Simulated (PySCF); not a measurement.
C5H10OSi.
Cartesian coordinates in Å at the PBE0-D3(BJ)/def2-SVP level; atoms count from 1:
```
atom  x, y, z in Å
C1     3.4019    1.4534    0.6987
O2     2.0997    1.1537    0.2849
C3     1.9562    0.0314   -0.4556
C4     0.7637   -0.5483   -0.6481
C5    -0.4993   -0.0710   -0.0619
C6    -1.6247   -1.0802    0.2347
Si7   -2.0665    0.1506   -1.0848
H8     3.3714    2.4284    1.2029
H9     3.7933    0.7007    1.4073
H10    4.0976    1.5228   -0.1582
H11    2.8708   -0.3632   -0.9163
H12    0.7378   -1.4253   -1.3016
H13   -0.3545    0.6966    0.7075
H14   -2.0897   -1.0158    1.2241
H15   -1.4252   -2.1152   -0.0671
H16   -3.0002    1.2618   -0.7697
H17   -2.0688   -0.3054   -2.4975
```

Computed, not measured: core-valence-separated Tamm–Dancoff BHandHLYP/aug-pcX-1 (pcseg-1 on H, def2-SVPD on Si) in PySCF, non-relativistic, gas phase, PBE0-D3(BJ)/def2-SVP geometry. The energies are unshifted.

The lowest roots of each edge with f over 0.003 (five at most, numbered afresh; weaker and dark ones are left out), with transition dipoles (au) in the frame of the coordinates:

```tsv
root	edge	E (eV)	μx	μy	μz
1	C	283.29	-0.0122	0.0528	-0.0718
2	C	284.43	0.0144	-0.0550	0.0774
3	C	284.70	0.0490	-0.0140	0.0372
4	C	284.79	-0.0347	0.0366	-0.0513
5	C	285.57	0.0039	-0.0417	-0.0292
6	O	533.75	-0.0031	0.0195	-0.0219
7	O	534.12	0.0316	-0.0012	0.0046
8	O	534.27	-0.0213	-0.0010	-0.0015
9	O	535.73	-0.0161	-0.0064	-0.0022
```

Q: What are the oscillator strengths?

A: f = (2/3) ΔE |μ|², with ΔE in hartree (27.2114 eV):

```json
{"root": "1", "ΔE (Eh)": "10.4109", "|μ|² (au)": "0.008092", "f": "0.056", "core hole on": "C4"}
{"root": "2", "ΔE (Eh)": "10.4526", "|μ|² (au)": "0.009223", "f": "0.064", "core hole on": "C3"}
{"root": "3", "ΔE (Eh)": "10.4624", "|μ|² (au)": "0.003981", "f": "0.028", "core hole on": "C6"}
{"root": "4", "ΔE (Eh)": "10.4658", "|μ|² (au)": "0.005175", "f": "0.036", "core hole on": "C5"}
{"root": "5", "ΔE (Eh)": "10.4945", "|μ|² (au)": "0.002607", "f": "0.018", "core hole on": "C4"}
{"root": "6", "ΔE (Eh)": "19.6151", "|μ|² (au)": "0.000869", "f": "0.011", "core hole on": "O2"}
{"root": "7", "ΔE (Eh)": "19.6284", "|μ|² (au)": "0.001021", "f": "0.013", "core hole on": "O2"}
{"root": "8", "ΔE (Eh)": "19.6341", "|μ|² (au)": "0.000457", "f": "0.006", "core hole on": "O2"}
{"root": "9", "ΔE (Eh)": "19.6877", "|μ|² (au)": "0.000305", "f": "0.004", "core hole on": "O2"}
```

Q: Molecules are fixed in this frame and the field points along (1, 0, −1)/√2. What effective strengths 3 f cos²θ do the roots have (θ between field and μ)?

A: root 1 (C4): 0.037, root 2 (C3): 0.042, root 3 (C6): 0.001, root 4 (C5): 0.003, root 5 (C4): 0.012, root 6 (O2): 0.007, root 7 (O2): 0.014, root 8 (O2): 0.008, root 9 (O2): 0.004. Averaged over all orientations cos²θ is 1/3, which gives f back.

The run took 24 s on Arm Neoverse V2, one thread, shared host with 96 logical CPUs at a one-minute load of 16, and the process peaked at 1.1 GiB of memory.

One conformer stands for the species.
